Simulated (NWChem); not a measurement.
Everything below was run with NWChem. System: H4AlClS, charge 0, spin multiplicity 1, at a geometry optimised with PBE0/def2-SVP. The structure started from a generated list of species. Level: PBE/def2-SVP.

The NWChem input:

```
start mol
memory heap 200 mb stack 900 mb global 1100 mb
geometry units angstroms nocenter noautoz noautosym
  Al    -0.685679    -0.720841    -0.484818
  H     -0.352709    -2.232019    -0.130238
  H     -2.161303    -0.160613    -0.654550
  Cl     0.851272     0.359520    -1.518715
  S     -0.248422     0.251612     1.851666
  H      1.093513     0.084593     1.825508
  H     -0.162553     1.541344     1.453395
end
basis spherical
  * library def2-svp
end
dft
  xc xpbe96 cpbe96
  semidirect memsize 60000000 filesize 0
  iterations 100
end
task dft energy
```

NWChem printed:

```
             Northwest Computational Chemistry Package (NWChem) 7.3.0
             --------------------------------------------------------

                                NWChem Input Module
                                -------------------

 Scaling coordinates for geometry "geometry" by  1.889725989
 (inverse scale =  0.529177249)

                             Geometry "geometry" -> ""
                             -------------------------

 Output coordinates in angstroms (scale by  1.889725989 to convert to a.u.)

  No.       Tag          Charge          X              Y              Z
 ---- ---------------- ---------- -------------- -------------- --------------
    1 Al                  13.0000    -0.68567900    -0.72084100    -0.48481800
    2 H                    1.0000    -0.35270900    -2.23201900    -0.13023800
    3 H                    1.0000    -2.16130300    -0.16061300    -0.65455000
    4 Cl                  17.0000     0.85127200     0.35952000    -1.51871500
    5 S                   16.0000    -0.24842200     0.25161200     1.85166600
    6 H                    1.0000     1.09351300     0.08459300     1.82550800
    7 H                    1.0000    -0.16255300     1.54134400     1.45339500

 Effective nuclear repulsion energy (a.u.)     181.0869783726

            Nuclear Dipole moment (a.u.)
            ----------------------------
        X                 Y               Z
 ---------------- ---------------- ----------------
    -0.0000132281     0.0000075589    -0.0000340151


 Summary of "ao basis" -> "" (spherical)
 ------------------------------------------------------------------------------
       Tag                 Description            Shells   Functions and Types
 ---------------- ------------------------------  ------  ---------------------
 *                          def2-svp                  on all atoms

  pbe96 is a nonlocal functional; adding pw91lda local functional.

                                 NWChem DFT Module
                                 -----------------

 Summary of "ao basis" -> "ao basis" (spherical)
 ------------------------------------------------------------------------------
       Tag                 Description            Shells   Functions and Types
 ---------------- ------------------------------  ------  ---------------------
 Al                         def2-svp                 8       18   4s3p1d
 H                          def2-svp                 3        5   2s1p
 Cl                         def2-svp                 8       18   4s3p1d
 S                          def2-svp                 8       18   4s3p1d

 Summary of "ao basis" -> "ao basis" (spherical)
 ------------------------------------------------------------------------------
       Tag                 Description            Shells   Functions and Types
 ---------------- ------------------------------  ------  ---------------------
 Al                         def2-svp                 8       18   4s3p1d
 H                          def2-svp                 3        5   2s1p
 Cl                         def2-svp                 8       18   4s3p1d
 S                          def2-svp                 8       18   4s3p1d

            General Information
            -------------------
          SCF calculation type: DFT
          Wavefunction type:  closed shell.
          No. of atoms     :     7
          No. of electrons :    50
           Alpha electrons :    25
            Beta electrons :    25
          Charge           :     0
[...]
------------------------------------------------------------

   convergence    iter        energy       DeltaE   RMS-Dens  Diis-err    time
 ---------------- ----- ----------------- --------- --------- ---------  ------
 d= 0,ls=0.0,diis     1  -1102.3808521276 -1.28D+03  1.50D-02  4.19D-01     1.6
 d= 0,ls=0.0,diis     2  -1102.3910388557 -1.02D-02  1.00D-02  2.25D-01     2.0
 d= 0,ls=0.0,diis     3  -1102.4218016563 -3.08D-02  3.34D-03  4.70D-02     2.4
 d= 0,ls=0.0,diis     4  -1102.4287953238 -6.99D-03  5.41D-04  1.59D-03     2.8
 d= 0,ls=0.0,diis     5  -1102.4290752142 -2.80D-04  1.19D-04  4.33D-05     3.2
  Resetting Diis
 d= 0,ls=0.0,diis     6  -1102.4290827185 -7.50D-06  3.46D-05  4.83D-06     3.6
 d= 0,ls=0.0,diis     7  -1102.4290834221 -7.04D-07  1.65D-05  2.58D-07     3.9
 d= 0,ls=0.0,diis     8  -1102.4290833936  2.85D-08  9.40D-06  4.51D-07     4.3

         Total DFT energy =    -1102.429083393622
      One electron energy =    -1885.489066718271
           Coulomb energy =      675.506481468353
    Exchange-Corr. energy =      -73.533476516350
 Nuclear repulsion energy =      181.086978372646

 Numeric. integr. density =       50.000019742039

     Total iterative time =      4.0s

                       DFT Final Molecular Orbital Analysis
                       ------------------------------------

 Vector   23  Occ=2.000000D+00  E=-2.771446D-01
              MO Center= -1.0D-02, -2.6D-01, -1.0D+00, r^2= 3.4D+00
   Bfn.  Coefficient  Atom+Function         Bfn.  Coefficient  Atom+Function
  ----- ------------  ---------------      ----- ------------  ---------------
    40      0.322230  4 Cl py                39     -0.280645  4 Cl px
    37      0.249427  4 Cl py                36     -0.217248  4 Cl px
    19     -0.200175  2 H  s                 24      0.200450  3 H  s
    12      0.185255  1 Al py                11     -0.161793  1 Al px
     9      0.147949  1 Al py                34      0.146149  4 Cl py

 Vector   24  Occ=2.000000D+00  E=-2.553766D-01
              MO Center=  5.1D-01,  2.2D-01, -8.9D-01, r^2= 3.4D+00
   Bfn.  Coefficient  Atom+Function         Bfn.  Coefficient  Atom+Function
  ----- ------------  ---------------      ----- ------------  ---------------
    41      0.477677  4 Cl pz                38      0.345188  4 Cl pz
    59      0.279423  5 S  pz                40      0.268470  4 Cl py
    35      0.203261  4 Cl pz                56      0.198266  5 S  pz
    37      0.196104  4 Cl py                39      0.169429  4 Cl px
    36      0.124844  4 Cl px                34      0.115126  4 Cl py

 Vector   25  Occ=2.000000D+00  E=-2.374098D-01
              MO Center= -3.2D-01, -4.9D-01, -8.6D-01, r^2= 3.9D+00
   Bfn.  Coefficient  Atom+Function         Bfn.  Coefficient  Atom+Function
  ----- ------------  ---------------      ----- ------------  ---------------
    40      0.328877  4 Cl py                39     -0.287369  4 Cl px
    19      0.254546  2 H  s                 24     -0.254637  3 H  s
    20      0.250225  2 H  s                 25     -0.250199  3 H  s
    37      0.237282  4 Cl py                36     -0.207327  4 Cl px
    34      0.138857  4 Cl py                 9     -0.127535  1 Al py

 Vector   26  Occ=0.000000D+00  E=-4.995105D-02
              MO Center=  6.3D-02,  4.9D-01,  1.7D+00, r^2= 2.7D+00
   Bfn.  Coefficient  Atom+Function         Bfn.  Coefficient  Atom+Function
  ----- ------------  ---------------      ----- ------------  ---------------
    66      0.761038  6 H  s                 71     -0.759256  7 H  s
    58      0.685783  5 S  py                57     -0.592278  5 S  px
    65      0.329465  6 H  s                 70     -0.329255  7 H  s
    55      0.235606  5 S  py                54     -0.203497  5 S  px
    59     -0.174047  5 S  pz                64      0.159454  5 S  d  2

 Vector   27  Occ=0.000000D+00  E=-3.612537D-02
              MO Center=  2.1D-01,  5.1D-01,  1.3D+00, r^2= 4.4D+00
   Bfn.  Coefficient  Atom+Function         Bfn.  Coefficient  Atom+Function
  ----- ------------  ---------------      ----- ------------  ---------------
    50      1.058646  5 S  s                 66     -0.786698  6 H  s
    71     -0.788716  7 H  s                 57      0.511259  5 S  px
    13     -0.394321  1 Al pz                 4     -0.387300  1 Al s
    58      0.374957  5 S  py                49      0.337024  5 S  s
     3      0.308766  1 Al s                 59     -0.265613  5 S  pz

 Vector   28  Occ=0.000000D+00  E=-1.013305D-02
              MO Center= -6.4D-01, -7.1D-01, -5.8D-01, r^2= 5.1D+00
   Bfn.  Coefficient  Atom+Function         Bfn.  Coefficient  Atom+Function
  ----- ------------  ---------------      ----- ------------  ---------------
    13      0.797623  1 Al pz                 4     -0.366011  1 Al s
    10      0.346956  1 Al pz                66     -0.341596  6 H  s
    71     -0.340234  7 H  s                 58      0.330310  5 S  py
    57      0.315891  5 S  px                12      0.307089  1 Al py
     3      0.250448  1 Al s                 59      0.232581  5 S  pz

 center of mass
 --------------
 x =   0.03336213 y =   0.00760998 z =  -0.08630530

 moments of inertia (a.u.)
 ------------------
         822.636845250057         -82.194504282895         170.060760751286
         -82.194504282895         886.997866488391         -28.790795268950
         170.060760751286         -28.790795268950         264.417496839856

     Multipole analysis of the density
     ---------------------------------

     L   x y z        total         alpha         beta         nuclear
     -   - - -        -----         -----         ----         -------
     0   0 0 0     -0.000000    -25.000000    -25.000000     50.000000

     1   1 0 0      0.246750      0.123382      0.123382     -0.000013
     1   0 1 0      0.565773      0.282883      0.282883      0.000008
     1   0 0 1      1.405520      0.702777      0.702777     -0.000034

     2   2 0 0    -31.876382    -61.355981    -61.355981     90.835579
     2   1 1 0     -0.205378    -20.822959    -20.822959     41.440541
     2   1 0 1      2.099122     39.967059     39.967059    -77.834996
     2   0 2 0    -30.662734    -46.320745    -46.320745     61.978755
     2   0 1 1      2.152532     -8.754706     -8.754706     19.661944
     2   0 0 2    -29.666628   -198.769829   -198.769829    367.873031

 Task  times  cpu:        4.3s     wall:        4.3s

 Total times  cpu:        4.3s     wall:        4.3s
```
